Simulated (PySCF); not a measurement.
A structure optimised at PBE-D3(BJ)/def2-SVP, used in a PySCF frequency run:

```xyz
9

C      0.7265     2.3674     0.0000
C      1.0497     0.9083     0.0000
C      0.1582    -0.1039     0.0000
Cl    -1.5674     0.1318     0.0000
Cl     0.6452    -1.7741     0.0000
H      1.1637     2.8687     0.8901
H     -0.3651     2.5446     0.0000
H      1.1637     2.8687    -0.8901
H      2.1099     0.6069     0.0000
```

### Question
Write its SMILES, formula and point group.

### Answer
CC=C(Cl)Cl, C₃H₄Cl₂, Cs

### Question
What are its rotational constants (standard atomic weights)?

### Answer
3.9069, 2.3553, 1.4832 GHz
